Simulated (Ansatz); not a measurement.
`FB[SeH]` and `FB(Cl)[SeH]` differ in one atom or group.

Ansatz, PBE0-D4/def2-TZVP geometries, multiplicity 1. Each molecule was computed in one conformer, which needn't be the lowest.

Scalar relativity is left out up to krypton.

```csv
property,`FB[SeH]`
LUMO energy (B3LYP/def2-TZVPP) / eV,-1.06
zero-point energy (PBE0-D4/def2-TZVP) / kJ/mol,62.2
size of the dipole moment (PBE/def2-TZVPP) / D,1.20
HOMO energy (B3LYP/def2-TZVPP) / eV,-7.55
size of the dipole moment (B3LYP/def2-TZVPP) / D,1.28
HOMO–LUMO gap (ωB97M-V/def2-TZVPP) / eV,11.07
```

**Question.** Give the same properties after the change, and the shifts. (Estimate.)

**Answer.** Ansatz gave: 
```csv
property,`FB(Cl)[SeH]`,shift
LUMO energy (B3LYP/def2-TZVPP) / eV,-0.99,0.07
zero-point energy (PBE0-D4/def2-TZVP) / kJ/mol,43.6,-18.6
size of the dipole moment (PBE/def2-TZVPP) / D,1.13,-0.07
HOMO energy (B3LYP/def2-TZVPP) / eV,-7.60,-0.05
size of the dipole moment (B3LYP/def2-TZVPP) / D,1.17,-0.11
HOMO–LUMO gap (ωB97M-V/def2-TZVPP) / eV,11.27,0.20
```

Dipoles are sizes alone; their direction can turn.

B3LYP here is the variant with VWN-RPA as its local correlation; programs differ in this.

Spin–orbit coupling is left out; it splits and shifts lone-pair levels of the heavy atoms by tenths of an eV.
